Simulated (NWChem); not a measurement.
Molecule: C$_{3}$H$_{5}$ClSi; SMILES C#CC[SiH2]Cl

```xyz
10

C      1.0491    -2.6328    -0.3103
C      0.1683    -1.9215     0.1106
C     -0.8833    -1.0310     0.5831
Si    -0.8833     0.6497    -0.3018
Cl     0.8218     1.7340     0.1877
H      1.8274    -3.2665    -0.6698
H     -1.8757    -1.4777     0.4176
H     -0.7981    -0.8590     1.6647
H     -2.0585     1.4382     0.1470
H     -0.9092     0.4680    -1.7710
```
Atoms are numbered in this order, from 1.

Level: B3LYP/6-31G* (spherical d) (NWChem), optimised geometry, unscaled harmonic frequencies. 

```json
[
 {"frequency (cm⁻¹)": "57", "IR intensity (km/mol)": "0.4"},
 {"frequency (cm⁻¹)": "125", "IR intensity (km/mol)": "0.2"},
 {"frequency (cm⁻¹)": "203", "IR intensity (km/mol)": "2.7"},
 {"frequency (cm⁻¹)": "340", "IR intensity (km/mol)": "3.1"},
 {"frequency (cm⁻¹)": "429", "IR intensity (km/mol)": "9.1"},
 {"frequency (cm⁻¹)": "517", "IR intensity (km/mol)": "48.6"},
 {"frequency (cm⁻¹)": "558", "IR intensity (km/mol)": "34.8"},
 {"frequency (cm⁻¹)": "588", "IR intensity (km/mol)": "62.0"},
 {"frequency (cm⁻¹)": "613", "IR intensity (km/mol)": "54.3"},
 {"frequency (cm⁻¹)": "676", "IR intensity (km/mol)": "6.2"},
 {"frequency (cm⁻¹)": "697", "IR intensity (km/mol)": "9.3"},
 {"frequency (cm⁻¹)": "796", "IR intensity (km/mol)": "27.8"},
 {"frequency (cm⁻¹)": "907", "IR intensity (km/mol)": "265.5"},
 {"frequency (cm⁻¹)": "960", "IR intensity (km/mol)": "132.5"},
 {"frequency (cm⁻¹)": "981", "IR intensity (km/mol)": "1.3"},
 {"frequency (cm⁻¹)": "1186", "IR intensity (km/mol)": "8.0"},
 {"frequency (cm⁻¹)": "1230", "IR intensity (km/mol)": "7.9"},
 {"frequency (cm⁻¹)": "1466", "IR intensity (km/mol)": "8.5"},
 {"frequency (cm⁻¹)": "2238", "IR intensity (km/mol)": "6.2"},
 {"frequency (cm⁻¹)": "2264", "IR intensity (km/mol)": "153.7"},
 {"frequency (cm⁻¹)": "2291", "IR intensity (km/mol)": "121.7"},
 {"frequency (cm⁻¹)": "3022", "IR intensity (km/mol)": "9.7"},
 {"frequency (cm⁻¹)": "3068", "IR intensity (km/mol)": "2.8"},
 {"frequency (cm⁻¹)": "3497", "IR intensity (km/mol)": "62.3"}
]
```

```yaml
zero_point_energy: 41.0 kcal/mol
thermal correction to the enthalpy at 298.15 K (with zero-point energy): 45.9 kcal/mol
heat capacity Cv: 23.3 cal/(mol K)
entropy at 298.15 K and 1 atm (symmetry number 1): 82.5 cal/(mol K)
dipole_moment: 2.06 D
```

Rigid rotor and harmonic oscillator; modes under 100 cm⁻¹ make the entropy uncertain.
